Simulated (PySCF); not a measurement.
OP, SMILES O=[P], multiplicity 2. Atoms are numbered in the order given.

```xyz
2

P      0.0000     0.0000    -0.5146
O      0.0000     0.0000     0.9649
```
Charge 0, spin multiplicity 2.

Coordinates come from a B3LYP-D3(BJ)/def2-TZVPD optimisation.

Level of theory: CAM-B3LYP/def2-TZVPD (PySCF).

Mulliken values depend strongly on the basis, most of all with diffuse functions as here. ESP charges are fitted to the potential on shells at 1.4 to 2.0 van der Waals radii. Atomic charges (e):

```tsv
atom	meta-Löwdin	ESP fit	Mulliken	Mulliken spin
P1	0.61	(withheld)	0.33	0.79
O2	-0.61	(withheld)	-0.33	0.21
```

Problem. Fill in the missing entries. (The exact figures need the calculation; the answer reports its results.)

Solution. 
- P1, ESP fit: 0.31
- O2, ESP fit: -0.31
